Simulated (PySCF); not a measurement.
From results back to the method.

H7NOSi2.
SMILES: `O[SiH2]N[SiH3]`

The closed-shell ground state was solved 7 times with PySCF (density fitting, gas phase), always in the pcSseg-2 basis (256 functions), with these functionals: B97-2, BHandHLYP, HF, LC-wPBE, OPBE, mPW1PW91 and wB97X-D. One conformer (not necessarily the lowest) at the PBE0-D3(BJ)/def2-SVP geometry, without solvent, vibrations or thermal averaging.

```tsv
row	total energy (Eh)	HOMO (eV)	LUMO (eV)	dipole (D)
P	-713.1049	-10.55	1.90	1.24
Q	-713.2892	-9.05	0.61	1.23
R	-713.1885	-6.39	-0.66	1.14
S	-713.3428	-7.81	-0.07	1.19
T	-713.3085	-9.67	1.63	1.21
U	-713.3316	-7.51	-0.04	1.18
V	-711.4428	-11.10	2.43	1.26
```

Which functional belongs to which row?

P = LC-wPBE, Q = BHandHLYP, R = OPBE, S = mPW1PW91, T = wB97X-D, U = B97-2, V = HF. By rising HOMO–LUMO gap: OPBE (GGA) 5.73 eV; B97-2 (global hybrid, 21 % exact exchange) 7.47 eV; mPW1PW91 (global hybrid, 25 % exact exchange) 7.74 eV; BHandHLYP (global hybrid, 50 % exact exchange) 9.66 eV; wB97X-D (range-separated hybrid) 11.30 eV; LC-wPBE (range-separated hybrid) 12.45 eV; HF (all exact exchange) 13.53 eV. Total energies of different functionals aren't bounds to one another; each is stationary for its own functional.

Conformer computed: `[OH:1][SiH2:2][NH:3][SiH3:4]`: O1–Si2–N3–Si4 -110°, H–O1–Si2–N3 61°.

Note: wB97X-D ran without an empirical dispersion term, which enters the total energy and its gradient alone.
